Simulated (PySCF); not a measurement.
Isomers of C4H8N2Si.

All values: PBE0/pcSseg-1 (PySCF) at GFN2-xTB geometries, gas phase, one conformer each.

(1) Rank by the highest IAO charge on any atom, highest value first.
A. `[NH2:1][SiH2:2][n:3]1[cH:4][cH:5][cH:6][cH:7]1` with H–N1–Si2–N3 46° and -174°, N1–Si2–N3–C4 -153°
B. `[CH:1]#[C:2][C@@H:3]1[CH2:4][NH:5][SiH2:6][NH:7]1` with C2–C3–C4–N5 -85°, C3–C4–N5–Si6 -28°, C4–N5–Si6–N7 9°, N5–Si6–N7–C3 14°
C. `[CH3:1][SiH2:2]/[N:3]=[C:4](/[CH3:5])[C:6]#[N:7]` with C1–Si2–N3–C4 118°
D. `Cc1cn([SiH3])cn1`

(2) Rank by the lowest Hirshfeld charge on any atom, lowest value first.
A. `[NH2:1][SiH2:2][n:3]1[cH:4][cH:5][cH:6][cH:7]1` with H–N1–Si2–N3 46° and -174°, N1–Si2–N3–C4 -153°
B. `Cc1cn([SiH3])cn1`
C. `Cc1cnn([SiH3])c1`
D. `[CH3:1][N:2]([SiH3:3])/[CH:4]=[CH:5]/[C:6]#[N:7]` with C1–N2–C4–C5 0°

(3) Rank by dipole moment, highest first.
A. `[CH3:1][SiH2:2]/[N:3]=[C:4](/[CH3:5])[C:6]#[N:7]` with C1–Si2–N3–C4 118°
B. `[CH3:1][N:2]([SiH3:3])/[CH:4]=[CH:5]/[C:6]#[N:7]` with C1–N2–C4–C5 0°
C. `Cc1cn([SiH3])cn1`
D. `[SiH3]n1ncc(c1)C`
E. `Cc1ccn([SiH3])n1`
F. `[SiH3]n1cncc1C`

Results:

(1) A (+1.034 e), B (+1.016 e), C (+0.896 e), D (+0.757 e).

(2) A (-0.310 e), D (-0.256 e), B (-0.210 e), C (-0.149 e).

(3) B (6.73 D), F (3.85 D), C (3.22 D), A (2.43 D), D (1.96 D), E (1.55 D).

All values together:

```json
{"SMILES": "Cc1cncn1[SiH3]", "μ (D)": "3.85", "HOMO (eV)": "-6.43", "LUMO (eV)": "0.09", "lowest IAO charge (e)": "-0.435 (C)", "highest IAO charge (e)": "+0.749 (Si)", "lowest Hirshfeld charge (e)": "-0.213 (N)", "highest Hirshfeld charge (e)": "+0.387 (Si)"}
{"SMILES": "C[SiH2]/N=C(/C)C#N", "μ (D)": "2.43", "HOMO (eV)": "-7.73", "LUMO (eV)": "-2.06", "lowest IAO charge (e)": "-0.721 (C)", "highest IAO charge (e)": "+0.896 (Si)", "lowest Hirshfeld charge (e)": "-0.212 (N)", "highest Hirshfeld charge (e)": "+0.376 (Si)"}
{"SMILES": "N[SiH2]n1cccc1", "μ (D)": "2.62", "HOMO (eV)": "-6.08", "LUMO (eV)": "0.54", "lowest IAO charge (e)": "-0.847 (N)", "highest IAO charge (e)": "+1.034 (Si)", "lowest Hirshfeld charge (e)": "-0.310 (N)", "highest Hirshfeld charge (e)": "+0.427 (Si)"}
{"SMILES": "Cc1ccn([SiH3])n1", "μ (D)": "1.55", "HOMO (eV)": "-7.09", "LUMO (eV)": "0.27", "lowest IAO charge (e)": "-0.434 (C)", "highest IAO charge (e)": "+0.771 (Si)", "lowest Hirshfeld charge (e)": "-0.154 (N)", "highest Hirshfeld charge (e)": "+0.380 (Si)"}
{"SMILES": "Cc1cn([SiH3])cn1", "μ (D)": "3.22", "HOMO (eV)": "-6.48", "LUMO (eV)": "0.11", "lowest IAO charge (e)": "-0.430 (C)", "highest IAO charge (e)": "+0.757 (Si)", "lowest Hirshfeld charge (e)": "-0.210 (N)", "highest Hirshfeld charge (e)": "+0.389 (Si)"}
{"SMILES": "Cc1cnn([SiH3])c1", "μ (D)": "1.96", "HOMO (eV)": "-6.84", "LUMO (eV)": "0.28", "lowest IAO charge (e)": "-0.426 (C)", "highest IAO charge (e)": "+0.769 (Si)", "lowest Hirshfeld charge (e)": "-0.149 (N)", "highest Hirshfeld charge (e)": "+0.381 (Si)"}
{"SMILES": "C#C[C@@H]1CN[SiH2]N1", "μ (D)": "0.55", "HOMO (eV)": "-6.64", "LUMO (eV)": "0.60", "lowest IAO charge (e)": "-0.693 (N)", "highest IAO charge (e)": "+1.016 (Si)", "lowest Hirshfeld charge (e)": "-0.254 (N)", "highest Hirshfeld charge (e)": "+0.396 (Si)"}
{"SMILES": "CN([SiH3])/C=C/C#N", "μ (D)": "6.73", "HOMO (eV)": "-6.57", "LUMO (eV)": "-0.46", "lowest IAO charge (e)": "-0.415 (N)", "highest IAO charge (e)": "+0.757 (Si)", "lowest Hirshfeld charge (e)": "-0.256 (N)", "highest Hirshfeld charge (e)": "+0.382 (Si)"}
```

Conformers: `[CH3:1][SiH2:2]/[N:3]=[C:4](/[CH3:5])[C:6]#[N:7]` with C1–Si2–N3–C4 118°; `[NH2:1][SiH2:2][n:3]1[cH:4][cH:5][cH:6][cH:7]1` with H–N1–Si2–N3 46° and -174°, N1–Si2–N3–C4 -153°; `[CH:1]#[C:2][C@@H:3]1[CH2:4][NH:5][SiH2:6][NH:7]1` with C2–C3–C4–N5 -85°, C3–C4–N5–Si6 -28°, C4–N5–Si6–N7 9°, N5–Si6–N7–C3 14°; `[CH3:1][N:2]([SiH3:3])/[CH:4]=[CH:5]/[C:6]#[N:7]` with C1–N2–C4–C5 0°.
